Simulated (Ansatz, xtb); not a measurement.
# Relative energy of two structures of AgH4SiSn

We compare a, `[Ag][SiH2][SnH2]`, a doublet, with b, a doublet given by its coordinates. Both are isolated molecules in the gas phase, relaxed with PBE-D3(BJ)/def2-SVP; the shapes shown needn't be the lowest conformers.

a (Å):

```xyz
7

Ag   -2.3820    1.9496    1.0047
Si   -0.5353    0.4684    1.3492
Sn    1.2446    0.9839   -0.4453
H    -0.9687   -0.9733    1.2405
H     0.0576    0.6516    2.7251
H     1.7417    2.6600   -0.3479
H     0.5658    0.8001   -2.0488
```

b (Å):

```xyz
7

Ag   -0.9341    1.8151    1.4822
Si   -0.6992   -0.1722   -0.0831
Sn    1.0957    1.8457   -0.3595
H    -0.7876    3.3242    2.1400
H    -0.1392   -1.5375    0.2360
H    -1.7049   -0.3420   -1.1956
H     2.1279    1.1915    0.9570
```

Close contacts (Å): Ag1–Si2 2.54, Ag1–Sn3 2.74, Si2–Sn3 2.71, Ag1–H4 1.65, Si2–H5 1.51, Si2–H6 1.51, Sn3–H7 1.80.

Question: Estimate E(b) − E(a) at the level CCSD(T)/def2-SVP.

Answer: Calculated at CCSD(T)/def2-SVP: E(b) − E(a) = +64.5 kJ/mol, so structure a lies lower.

The same difference at several levels:

```tsv
level	geometry	E(b) − E(a) (kJ/mol)	departure from the last row (kJ/mol)	job, with rough time for the two
PBE-D3(BJ)/def2-SVP	PBE-D3(BJ)/def2-SVP	+40.0	−24.5	optimisation, 50 s
HF/def2-SVP	PBE-D3(BJ)/def2-SVP	+134.1	+69.7	part of the CCSD(T) run
MP2/def2-SVP	PBE-D3(BJ)/def2-SVP	+74.9	+10.4	part of the CCSD(T) run
CCSD(T)/def2-SVP	PBE-D3(BJ)/def2-SVP	+64.5		single point, 90 s
```

The levels shown agree on the order. The largest departure from CCSD(T)/def2-SVP is that of HF/def2-SVP, 69.7 kJ/mol. Levels run at GFN2-xTB geometries aren't shown.

With harmonic frequencies from PBE-D3(BJ)/def2-SVP (ideal gas, rigid rotor, one conformer each, 298.15 K, 1 atm): on the last row, ΔE + ΔZPE = +58.4 kJ/mol. A mode under 50 cm⁻¹ makes harmonic enthalpies and free energies unreliable, so none is given.

Open shells are spin-unrestricted, with notable spin contamination under HF/def2-SVP, MP2/def2-SVP, CCSD(T)/def2-SVP. The correlated steps freeze 9 core orbitals; the filled d shell of Sn is correlated; the last core shell of Ag is correlated, in a basis made for valence electrons. Atoms past krypton carry core potentials in the def2 sets and no spin–orbit term is included. Codes used: Ansatz 0.2.0; the last row on 2 threads of Intel(R) Xeon(R) Processor @ 2.70GHz on a shared host.
